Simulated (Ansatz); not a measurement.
C4H5 (SMILES [CH-]1[C@@H]2C[C@H]12), charge -1, singlet, at a GFN2-xTB geometry (a gas-phase anion, which may not be bound at this level); Ansatz (an electronic-structure program) with HF/def2-SVP.

Here is a job for Ansatz.
Ansatz 0.2 input:
```yaml
crystal:
  periodic: [false, false, false]
  atoms:
    - {symbol: C, position_ang: [-0.01348128, 1.18155902, 0.44895058]}
    - {symbol: C, position_ang: [0.00640291, -1.09047136, 0.32460397]}
    - {symbol: C, position_ang: [0.75400431, 0.06221722, -0.26521490]}
    - {symbol: C, position_ang: [-0.75049844, 0.04972316, -0.27751056]}
    - {symbol: H, position_ang: [-0.01520664, 2.09591209, -0.26903994]}
    - {symbol: H, position_ang: [-0.00145211, -1.21255464, 1.40980063]}
    - {symbol: H, position_ang: [0.01870869, -2.05397794, -0.20208349]}
    - {symbol: H, position_ang: [1.39180994, -0.01229614, -1.15053042]}
    - {symbol: H, position_ang: [-1.37242485, -0.03525157, -1.17312134]}
basis:
  gaussian:
    orbitals: def2-SVP
    point_charges:
      - {charge: 0.5, position_ang: [4.1024, -1.5620, -3.0030]}
hamiltonian:
  xc: hf
total_charge: -1
```

### Question
Write the output that Ansatz gives for this input, abridged.

### Answer

```
Functional definition: HF
1066 factors; their error is unknown
mean field evaluation 1: about -4191.2761 eV, gradient 2.3e1 eV
mean field evaluation 2: about -4193.0123 eV, gradient 8.7e0 eV
mean field evaluation 4: about -4193.2635 eV, gradient 5.3e-1 eV
mean field evaluation 8: about -4193.3571 eV, gradient 4.1e-1 eV
mean field -4193.35757893 eV, -154.1030486660 hartree, gradient 2.7e-5 eV, S^2 0.000000; 0 other end points of the search recorded, 0 dependent functions left out
reference -4193.35757893 eV, -154.1030486660 hartree; 15, 15 occupied and 66, 66 virtual orbitals, 1066 factors
Total energy: -4193.35757893 eV, -154.1030486660 hartree
```
